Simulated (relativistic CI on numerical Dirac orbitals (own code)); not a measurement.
**Co⁴⁺ in a cubic cluster: L2,3 absorption with charge transfer**

Computed with a charge-transfer multiplet model of a cubic metal-ligand cluster with up to 2 ligand holes, Slater and spin-orbit integrals from Dirac-Coulomb-Breit ions, Slater integrals scaled by 0.8. The ground state mixes d5 with configurations of k ligand holes L, whose averages lie at kΔ + k(k − 1)U_dd/2; a core hole lowers each added d electron by U_cd. 20 K, Lorentzian 0.4 eV and Gaussian 0.3 eV FWHM.

Atomic integrals in eV (Slater integrals scaled, ζ unscaled), ground: F2dd 10.866, F4dd 6.824, zeta_d 0.080; with the core hole: F2dd 11.456, F4dd 7.196, zeta_d 0.102, zeta_core 9.658, F2cd 6.863, G1cd 5.283, G3cd 3.006.

Cluster parameters (eV): Δ = -0.1, U_cd = 6.9, 10Dq = 1.3, 10Dq(ligand) = 0.8, V(eg) = 1.45, V(t2g) = -0.76, final-state hopping factor = 0.8.

| Case | n_d | d5 | d6L | d7L2 | S |
| --- | --- | --- | --- | --- | --- |
| U_dd = 4.7 eV | 5.34 | 0.68 | 0.30 | 0.02 | 2.50 |
| U_dd = 6.1 eV | 5.33 | 0.69 | 0.30 | 0.02 | 2.50 |
| U_dd = 7.5 eV | 5.32 | 0.70 | 0.29 | 0.01 | 2.50 |

Weights, n_d and S are thermal averages at 20 K. Photon energies count from the first peak over 30 % of the highest in each spectrum, which can be another peak from case to case. The parameters are a model scan and need not match a compound or its usual spin state. Peaks in eV (height, largest 100):
- U_dd = 4.7 eV: -2.1 (27), 0.0 (100), 3.1 (38), 7.3 (6), 13.4 (19), 15.2 (25), 17.7 (11), 18.1 (12)
- U_dd = 6.1 eV: -1.9 (26), 0.0 (100), 3.2 (15), 13.7 (16), 15.5 (22), 16.3 (17), 18.3 (6)
- U_dd = 7.5 eV: -1.8 (26), 0.0 (100), 3.5 (9), 4.2 (10), 13.8 (16), 15.7 (21), 16.8 (17)

For the case U_dd = 6.1 eV, Δ = -0.1 eV is smaller than U_dd = 6.1 eV, the charge-transfer side of the Zaanen-Sawatzky-Allen scheme (negative Δ: between configuration averages a ligand hole costs less than the nominal valence; multiplet and field energies can change this for the lowest states). With the core hole the configuration with one ligand hole lies at Δ + U_dd − U_cd = -2.3, -0.9, 0.5 eV from the one without, in the order of the table; where this is negative the screened configuration lies lower, though the effective hopping of about 1.9 eV (from the holes of the mixed ground state) mixes the two strongly wherever it is as large as the gap.
